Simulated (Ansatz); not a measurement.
SnH2Me(OMe) (C2H8OSn): single points at one geometry.

```yaml
crystal:
  periodic: [false, false, false]
  atoms:
    - {symbol: C, position_ang: [-0.622922, 2.207089, -0.483224]}
    - {symbol: C, position_ang: [0.001773, -2.293001, 0.060234]}
    - {symbol: O, position_ang: [-0.444977, -1.018175, -0.276404]}
    - {symbol: Sn, position_ang: [0.526806, 0.610359, 0.343883]}
    - {symbol: H, position_ang: [0.531981, 0.578107, 2.064651]}
    - {symbol: H, position_ang: [2.130782, 0.515056, -0.272626]}
    - {symbol: H, position_ang: [-0.233768, 3.178215, -0.146703]}
    - {symbol: H, position_ang: [-1.667787, 2.103341, -0.160122]}
    - {symbol: H, position_ang: [-0.579514, 2.159414, -1.579807]}
    - {symbol: H, position_ang: [1.021653, -2.516988, -0.317271]}
    - {symbol: H, position_ang: [-0.676208, -3.041643, -0.386978]}
    - {symbol: H, position_ang: [0.012179, -2.481764, 1.154348]}
basis:
  gaussian: {orbitals: def2-TZVP, initial_orbitals: start.molden}
hamiltonian: {xc: r2scan, dispersion: d4}
scf: {omitted_lower_state_checks: [starts]}
output: {orbitals: {seedname: orbitals}}
```

The file start.molden holds the orbitals of an earlier run on this structure, at another level or in another basis.

```sh
$ ansatz run in.yaml --threads 2 --pin off --events-out ev --progress --plain --max-ram 4352MiB
```

Output, abridged:

```
Functional definition: r2SCAN
1251 factors; their error is unknown
mean field evaluation 1: about -10084.1318 eV, gradient 5.4e0 eV
mean field evaluation 2: about -10084.1727 eV, gradient 4.2e-2 eV
mean field evaluation 4: about -10084.1525 eV, gradient 2.1e-4 eV
mean field -10084.15249480 eV, -370.5857688998 hartree, gradient 1.5e-5 eV, S^2 0.000000; 0 other end points of the search recorded, 0 dependent functions left out
reference -10084.15251063 eV, -370.5857694815 hartree; 25, 25 occupied and 166, 166 virtual orbitals, 1251 factors
Total energy: -10084.20496432 eV, -370.5876971191 hartree
Checks for a lower state left out: starts
```

Run time 5.5 s (2 threads of Arm Neoverse V1 on a shared host).

As the first input, with `gaussian: {orbitals: def2-SVP, initial_orbitals: start.molden}`, `hamiltonian: {xc: pbe, dispersion: d4}` (abridged; 1.4 s):

```
Functional definition: PBE
mean field -10073.46101675 eV, -370.1928643283 hartree, gradient 4.9e-5 eV, S^2 0.000000
Total energy: -10073.67213706 eV, -370.2006228567 hartree
Checks for a lower state left out: starts
```

First input, but with `hamiltonian: {xc: pbe0, dispersion: d4}` (abridged; 3.8 s):

```
Functional definition: PBE0
mean field -10079.55178640 eV, -370.4166959848 hartree, gradient 1.9e-5 eV, S^2 0.000000
Total energy: -10079.73077743 eV, -370.4232737835 hartree
Checks for a lower state left out: starts
```

Geometry: PBE0-D4/def2-SVP.

In the def2 sets Sn takes a core potential; there is no spin–orbit coupling.
